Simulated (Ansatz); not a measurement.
**A basis-limit estimate, worked out**

The pair of Li⁺ (SMILES [Li+], atom 1) and N₂ (SMILES N#N, atoms 2–3), both closed shells, in one local arrangement (a lower one may exist), relaxed at PBE0-D4/def2-TZVP:

```
atom    x (Å)    y (Å)    z (Å)
 Li1  -0.1410   0.0312  -1.7232
  N2   0.1150  -0.0254   1.4036
  N3   0.0260  -0.0057   0.3195
```

Both fragments are computed in the basis of the whole pair.

Program: Ansatz 0.2.0. Basis: def2-TZVPPD and def2-QZVPPD. Cores are frozen in the correlated methods. The outer core shell of Li, Na, Mg and K is correlated.

Energies in eV:

| quantity | pair | first fragment | second fragment |
| --- | --- | --- | --- |
| Hartree–Fock, triple zeta (X = 3) | -3163.19886 | -196.91183 | -2965.77318 |
| Hartree–Fock, quadruple zeta (X = 4) | -3163.32352 | -196.91259 | -2965.88739 |
| MP2 correlation, X = 3 | -10.94317 | -0.81888 | -10.10002 |
| MP2 correlation, X = 4 | -11.61329 | -0.81859 | -10.76897 |
| CCSD(T) correlation, X = 3 | -11.53784 | -0.93604 | -10.57435 |

Work out the interaction energy at the basis limit: extrapolate Hartree–Fock as E(X) = E∞ + A exp(−7.88 √X) and the MP2 correlation as E(X) = E∞ + B X^−2.97 (the exponents that Neese and Valeev fitted for def2-TZVPP and QZVPP, reused here for the diffuse sets), then add CCSD(T) − MP2 in triple zeta.

Each step is linear, so take the differences first (pair − first fragment − second fragment): Hartree–Fock -0.51385 (X = 3) and -0.52354 (X = 4); MP2 correlation -0.02427 and -0.02573; CCSD(T) correlation -0.02745.
Two points give E∞ = E(4) + w [E(4) − E(3)], with w = 1/(exp(7.88 (2 − √3)) − 1) = 0.1377 for Hartree–Fock and w = 1/((4/3)^2.97 − 1) = 0.7407 for the correlation.
Hartree–Fock: -0.52354 + 0.1377 × (-0.00969) = -0.5249 eV.
MP2 correlation: -0.02573 + 0.7407 × (-0.00146) = -0.0268 eV.
CCSD(T) − MP2: -0.02745 − (-0.02427) = -0.0032 eV.
Sum: -0.5249 + (-0.0268) + (-0.0032) = -0.5549 eV, or -12.80 kcal/mol. Plain CCSD(T) in triple zeta gives -0.5413 eV, so the larger basis shifts the result by -0.0136 eV.

T1 diagnostic: at most 0.014.

For scale, one of the runs: CCSD(T)/def2-TZVPPD, 96 basis functions, launched by `ansatz run in.yaml --threads 2 --pin off --events-out ev --progress --plain --max-ram 5222MiB`. Hardware: 2 CPU threads of an Arm Neoverse V2, shared host. Wall time about 0.95 s.
